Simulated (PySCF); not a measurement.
## CaP: frontier orbitals

r²SCANh at R = 3.086 Å; Ca 3-21G, P 3-21G; no relativity (PySCF 2.14). State: ⁴Σ⁻ (quartet), unpaired electrons σ ↑, π ↑↑. Only the outer orbitals are listed, counted within each symmetry.

```json
{"spin": "α", "orbital": "3π", "occ.": "1", "ε (eV)": "-30.76", "on Ca (%)": "100", "main shells (%)": "100 Ca p"}
{"spin": "α", "orbital": "3π", "occ.": "1", "ε (eV)": "-30.76", "on Ca (%)": "100", "main shells (%)": "100 Ca p"}
{"spin": "α", "orbital": "8σ", "occ.": "1", "ε (eV)": "-30.64", "on Ca (%)": "100", "main shells (%)": "100 Ca p"}
{"spin": "α", "orbital": "9σ", "occ.": "1", "ε (eV)": "-14.76", "on Ca (%)": "0", "main shells (%)": "99 P s"}
{"spin": "α", "orbital": "10σ", "occ.": "1", "ε (eV)": "-6.02", "on Ca (%)": "23", "main shells (%)": "75 P p, 21 Ca s"}
{"spin": "α", "orbital": "4π", "occ.": "1", "ε (eV)": "-6.01", "on Ca (%)": "3", "main shells (%)": "97 P p"}
{"spin": "α", "orbital": "4π", "occ.": "1", "ε (eV)": "-6.01", "on Ca (%)": "3", "main shells (%)": "97 P p"}
{"spin": "α", "orbital": "11σ", "occ.": "1", "ε (eV)": "-4.22", "on Ca (%)": "86", "main shells (%)": "67 Ca s, 20 Ca p, 14 P p"}
{"spin": "α", "orbital": "5π", "occ.": "0", "ε (eV)": "-1.43", "on Ca (%)": "98", "main shells (%)": "98 Ca p"}
{"spin": "α", "orbital": "5π", "occ.": "0", "ε (eV)": "-1.43", "on Ca (%)": "98", "main shells (%)": "98 Ca p"}
{"spin": "α", "orbital": "12σ", "occ.": "0", "ε (eV)": "-0.25", "on Ca (%)": "101", "main shells (%)": "89 Ca p, 13 Ca s"}
{"spin": "β", "orbital": "3π", "occ.": "1", "ε (eV)": "-30.72", "on Ca (%)": "100", "main shells (%)": "100 Ca p"}
{"spin": "β", "orbital": "3π", "occ.": "1", "ε (eV)": "-30.72", "on Ca (%)": "100", "main shells (%)": "100 Ca p"}
{"spin": "β", "orbital": "8σ", "occ.": "1", "ε (eV)": "-30.59", "on Ca (%)": "100", "main shells (%)": "100 Ca p"}
{"spin": "β", "orbital": "9σ", "occ.": "1", "ε (eV)": "-11.96", "on Ca (%)": "3", "main shells (%)": "96 P s"}
{"spin": "β", "orbital": "10σ", "occ.": "1", "ε (eV)": "-4.83", "on Ca (%)": "44", "main shells (%)": "52 P p, 40 Ca s"}
{"spin": "β", "orbital": "4π", "occ.": "0", "ε (eV)": "-2.49", "on Ca (%)": "19", "main shells (%)": "81 P p, 19 Ca p"}
{"spin": "β", "orbital": "4π", "occ.": "0", "ε (eV)": "-2.49", "on Ca (%)": "19", "main shells (%)": "81 P p, 19 Ca p"}
{"spin": "β", "orbital": "11σ", "occ.": "0", "ε (eV)": "-2.42", "on Ca (%)": "72", "main shells (%)": "57 Ca s, 28 P p, 15 Ca p"}
```

Question: Which are the highest filled and the lowest empty level, where do they sit, and how wide is the gap?

Answer: Highest filled α 11σ at -4.22 eV (in %: 67 Ca s, 20 Ca p, 14 P p); lowest empty β 4π at -2.49 eV (in %: 81 P p, 19 Ca p); the gap at r²SCANh is 1.73 eV.

| Property | Result |
| --- | --- |
| bond order (Mayer) | 0.78 |
| ⟨S²⟩ | 3.773 |
| charge on Ca (Mulliken, basis-dependent) | 0.38 |
| charge on Ca (Löwdin, basis-dependent) | 0.25 |
| dipole moment (positive dipole means Ca(−)P(+)) | -3.84 D |

Shares are Mulliken populations and can fall outside 0 to 100 %.

3-21G is very small, so such numbers show the basis as much as the molecule. The state was picked by a PBE0 search and need not be the measured ground state.
